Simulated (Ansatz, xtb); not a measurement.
**C3H10AlNO: where a starting geometry ends**

The starting geometry of this gas-phase singlet was built from a drawn formula by distance geometry and a force field; its bonds are those of `CO[CH2][AlH][CH2]N`.

```yaml
atoms:
  - { symbol: C, position_ang: [-1.0233, 1.9663, -2.4838] }
  - { symbol: C, position_ang: [0.7086, 0.5171, -2.2340] }
  - { symbol: C, position_ang: [0.8958, -1.7865, 0.3293] }
  - { symbol: Al, position_ang: [1.1616, -1.3734, -1.5610] }
  - { symbol: N, position_ang: [-0.4680, -1.6542, 0.7187] }
  - { symbol: O, position_ang: [-0.6931, 0.6922, -2.0070] }
  - { symbol: H, position_ang: [-0.8945, 2.0324, -3.5460] }
  - { symbol: H, position_ang: [-2.1116, 2.1441, -2.2240] }
  - { symbol: H, position_ang: [-0.4344, 2.7413, -1.8931] }
  - { symbol: H, position_ang: [0.9250, 0.4765, -3.3222] }
  - { symbol: H, position_ang: [1.3268, 1.1861, -1.7157] }
  - { symbol: H, position_ang: [1.6913, -2.4700, -2.5634] }
  - { symbol: H, position_ang: [1.2309, -2.8117, 0.4815] }
  - { symbol: H, position_ang: [1.5351, -1.1251, 0.9437] }
  - { symbol: H, position_ang: [-0.7103, -0.5838, 0.7261] }
  - { symbol: H, position_ang: [-0.5936, -1.9853, 1.7261] }
```

**Question.** Predict what it relaxes into with r2SCAN-D4/def2-SVP.

**Answer.** A new bond forms, giving a structure given below by its coordinates. Contacts that close: Al4–N5 (2.82 → 1.99 Å).

The energy falls by 1.36 eV over 20 steps:

```csv
step,E − E(last) (eV)
1,1.356
3,0.735
5,0.644
7,0.385
9,0.120
12,0.034
14,0.009
16,0.002
18,0.000
20,0.000
```

Final geometry (Å):

```yaml
atoms:
  - { symbol: C, position_ang: [-0.8476, 2.0285, -1.9203] }
  - { symbol: C, position_ang: [0.6380, 0.2285, -2.3362] }
  - { symbol: C, position_ang: [1.0196, -1.3453, 0.5321] }
  - { symbol: Al, position_ang: [1.2454, -1.4337, -1.4110] }
  - { symbol: N, position_ang: [-0.2867, -1.7065, -0.1629] }
  - { symbol: O, position_ang: [-0.3320, 0.8107, -1.4550] }
  - { symbol: H, position_ang: [-1.3535, 1.9125, -2.9014] }
  - { symbol: H, position_ang: [-1.5803, 2.3955, -1.1846] }
  - { symbol: H, position_ang: [-0.0508, 2.7909, -2.0388] }
  - { symbol: H, position_ang: [0.1778, 0.0444, -3.3335] }
  - { symbol: H, position_ang: [1.4578, 0.9579, -2.5227] }
  - { symbol: H, position_ang: [1.8812, -2.6950, -2.1423] }
  - { symbol: H, position_ang: [1.3591, -2.2028, 1.1293] }
  - { symbol: H, position_ang: [0.9180, -0.4525, 1.1634] }
  - { symbol: H, position_ang: [-0.8858, -0.8813, -0.2692] }
  - { symbol: H, position_ang: [-0.8138, -2.4856, 0.2281] }
```

From the same start GFN2-xTB ends elsewhere, differing in Al4–O6 (1.85 against 2.74 Å here).

The end wasn't checked by frequencies. Run with Ansatz 0.2.0, 64 s on 2 threads of Intel(R) Xeon(R) Platinum 8375C CPU @ 2.90GHz (Ice Lake), with other jobs on the host.
